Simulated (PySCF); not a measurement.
C₂H₄N₃, SMILES c1nc[nH+][nH]1, charge +1.

Coordinates come from a PBE0-D3(BJ)/def2-SVP optimisation. The isomer is the one that the SMILES or the coordinates give; other isomers of the formula were not compared.

All values below come from HF/def2-TZVP (PySCF).

Symmetry labels are those of the subgroup C2v that the program uses (full group C2v).

### Question
List the valence orbital energies around the gap with their symmetry. (An estimate is asked for; the answer gives what the named calculation found.)

### Answer

| orbital | symmetry | energy (eV) |
|---|---|---|
| HOMO−7 | A1 | -28.76 |
| HOMO−6 | B2 | -24.91 |
| HOMO−5 | B1 | -24.49 |
| HOMO−4 | A1 | -24.12 |
| HOMO−3 | B2 | -22.71 |
| HOMO−2 | A1 | -18.57 |
| HOMO−1 | B1 | -17.91 |
| HOMO | A2 | -17.55 |
| LUMO | A2 | -2.71 |
| LUMO+1 | A1 | -1.71 |
| LUMO+2 | B2 | -0.74 |
| LUMO+3 | B1 | -0.42 |
